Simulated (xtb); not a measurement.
Al(Cl)3(NH3) (AlCl₃H₃N), SMILES [NH3]->[Al]([Cl])([Cl])[Cl] (connectivity only; charge and spin as stated), neutral, multiplicity 1. All values are semi-empirical tight-binding results from xtb (GFN2-xTB unless named), good for trends rather than for accurate numbers. Geometry: GFN2-xTB. The isomer is the one that the SMILES or the coordinates give; other isomers of the formula were not compared. One conformer was computed; it need not be the lowest.

For metal compounds this method's bond lengths and energies can be far off.

```yaml
point_group_as_xtb_finds_it: C3v
orbital_gap: 6.96 eV
zero_point_energy: 25.4 kcal/mol
G − E(el) at 298.15 K (modified RRHO): 4.2 kcal/mol
```
